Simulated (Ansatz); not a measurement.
The cluster Au₂S. The state is a quintet with charge 0. Geometry PBE-D4/def2-TZVP; atoms count from 1.

| atom | x (Å) | y (Å) | z (Å) |
| --- | --- | --- | --- |
| Au1 | 0.956 | -0.175 | 1.154 |
| Au2 | 0.235 | -0.381 | -1.441 |
| S3 | -1.191 | 0.555 | 0.287 |

In the def2 sets Au takes a core potential; there is no spin–orbit coupling. At PBE0-D4/def2-TZVP a singlet of charge 0 lies 3.13 eV below the quintet, each at its own geometry. The structure comes from a short search, and lower isomers may exist.

Q: Estimate the Mulliken populations from the PBE0/def2-TZVP orbitals of Ansatz.

A: 
| atom | charge (e) | spin (α − β) | d electrons |
| --- | --- | --- | --- |
| Au1 | 0.07 | 1.14 | 9.50 |
| Au2 | 0.07 | 1.14 | 9.50 |
| S3 | -0.15 | 1.73 | – |
Mulliken values depend strongly on the basis.

Q: Where does the spin sit?

A: Summed by element: Au 2.27, S 1.73, of 4 unpaired in all. Largest on single atoms: S3 1.73, Au1 1.14, Au2 1.14.

Q: And the Mayer bond orders between heavy atoms (over 0.3)?

A: Au1–Au2 0.37 (2.70 Å); Au1–S3 0.69 (2.43 Å); Au2–S3 0.69 (2.43 Å).
